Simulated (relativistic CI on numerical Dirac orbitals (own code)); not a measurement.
**Ions with 17 electrons, Cl I to Ge XVI**

Calculated at this level of theory: Dirac-Coulomb-Breit CI, KLI orbitals optimised for each configuration, a model potential for QED, valence Slater integrals scaled by 0.9, P86 correlation energy added to each configuration (own radial code, finite nucleus).

CI space (outside the closed core [Ne]): 3s2 3p5, 3s 3p6, 3s2 3p4 3d, 3s 3p5 3d, 3p6 3d, 3p5 3d2, 3p4 3d3. Double excitations out of closed p, d and f shells are left out; levels of such configurations are missing from the list, as are those of other unlisted configurations, and high levels can miss mixing partners.

Energies above each ion's lowest level, in eV. Levels are followed by their leading LS label, which can pass from one level to another where the coupling changes.

| Ion | 3s2 3p5 2P°_3/2 | 3s2 3p5 2P°_1/2 | 3s2 3p4 3d 4D_7/2 | 3s2 3p4 3d 4D_5/2 | 3s2 3p4 3d 4D_3/2 | 3s2 3p4 3d 4D_1/2 | 3s2 3p4 3d 4F_9/2 |
| --- | --- | --- | --- | --- | --- | --- | --- |
| Cl I | 0 | 0.11046 | 10.976 | 10.987 | 11.001 | 11.016 | 11.087 |
| Ar II | 0 | 0.17672 | 16.894 | 16.914 | 16.934 | 16.948 | 18.02 |
| K III | 0 | 0.26723 | 21.354 | 21.38 | 21.407 | 21.428 | 23.006 |
| Ca IV | 0 | 0.38524 | 25.551 | 25.582 | 25.619 | 25.649 | 27.556 |
| Sc V | 0 | 0.53515 | 29.604 | 29.639 | 29.689 | 29.731 | 31.897 |
| Ti VI | 0 | 0.72186 | 33.569 | 33.607 | 33.673 | 33.732 | 36.113 |
| V VII | 0 | 0.95062 | 37.481 | 37.518 | 37.602 | 37.685 | 40.247 |
| Cr VIII | 0 | 1.2271 | 41.36 | 41.392 | 41.499 | 41.613 | 44.326 |
| Mn IX | 0 | 1.5573 | 45.224 | 45.243 | 45.376 | 45.532 | 48.369 |
| Fe X | 0 | 1.9478 | 49.082 | 49.082 | 49.244 | 49.453 | 52.387 |
| Co XI | 0 | 2.4052 | 52.945 | 52.915 | 53.109 | 53.384 | 56.39 |
| Ni XII | 0 | 2.937 | 56.819 | 56.747 | 56.973 | 57.332 | 60.387 |
| Cu XIII | 0 | 3.5506 | 60.71 | 60.582 | 60.839 | 61.298 | 64.383 |
| Zn XIV | 0 | 4.2543 | 64.621 | 64.423 | 64.708 | 65.282 | 68.384 |
| Ga XV | ? | ? | ? | ? | ? | ? | ? |
| Ge XVI | 0 | 5.9661 | 72.515 | 72.127 | 72.445 | 73.294 | 76.42 |

**Question.** Fill in the row of Ga XV.

**Answer.** 3s2 3p5 2P°_3/2 0, 3s2 3p5 2P°_1/2 5.0564, 3s2 3p4 3d 4D_7/2 68.555, 3s2 3p4 3d 4D_5/2 68.271, 3s2 3p4 3d 4D_3/2 68.576, 3s2 3p4 3d 4D_1/2 69.282, 3s2 3p4 3d 4F_9/2 72.394 (eV).

The lowest level keeps the configuration 3s2 3p5 and J = 3/2 throughout.

Between Z = 29 and 32 the energy of 3s2 3p5 2P°_1/2 follows a local power law Z^5.3. For orientation: electrostatic splittings inside a shell grow about linearly with the screened charge, excitations that change n as its square, and fine structure as its fourth power; written in Z itself the exponents are larger, since the screened charge grows faster in proportion.

The members near neutrality are the least accurate: they can be off by several eV, miss lower levels of configurations outside the list, or start from a wrong lowest level.
